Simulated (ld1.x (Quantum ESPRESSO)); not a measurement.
**Reading a pseudo-wave (rubidium)**

Columns: radius, all-electron u(r) and pseudo u(r) of the 5p shell (level -1.41 eV) of rubidium in the configuration [Ar] 3d10 4s2 4p6 4d0 5s0 5p1; BP86, scalar-relativistic, PAW scheme, ld1.x (Quantum ESPRESSO) 7.5.

```csv
r (bohr),all-electron,pseudo
0.233,-0.0320,0.0297
0.465,-0.0629,0.1073
0.698,0.0285,0.2046
0.930,0.1060,0.2861
1.162,0.1399,0.3245
1.395,0.1365,0.3084
1.628,0.1082,0.2452
1.860,0.0665,0.1561
2.093,0.0183,0.0636
2.325,-0.0309,-0.0151
2.558,-0.0790,-0.0762
2.790,-0.1238,-0.1237
3.023,-0.1649,-0.1649
3.255,-0.2019,-0.2019
3.488,-0.2352,-0.2352
3.720,-0.2649,-0.2649
3.953,-0.2914,-0.2914
4.185,-0.3150,-0.3150
4.418,-0.3358,-0.3358
4.650,-0.3537,-0.3537
4.883,-0.3689,-0.3689
5.115,-0.3813,-0.3813
5.348,-0.3912,-0.3912
5.580,-0.3985,-0.3985
5.813,-0.4034,-0.4034
6.045,-0.4060,-0.4060
```

**Question.** How many radial nodes do the two functions have?

**Answer.** The all-electron 5p function has n − l − 1 = 3 (the table is too coarse to show those close to the nucleus); the pseudo-wave has 1, since 1 lower shell of the same l stays in the valence.

**Question.** At about which radius was the pseudo-wave matched?

**Answer.** 2.95 bohr, where the columns begin to agree (steps of 0.23 bohr).

**Question.** Is the pseudo-wave norm-conserving?

**Answer.** No, it belongs to a PAW set: the norm inside the radius is not constrained, and the difference is carried by the augmentation charge.
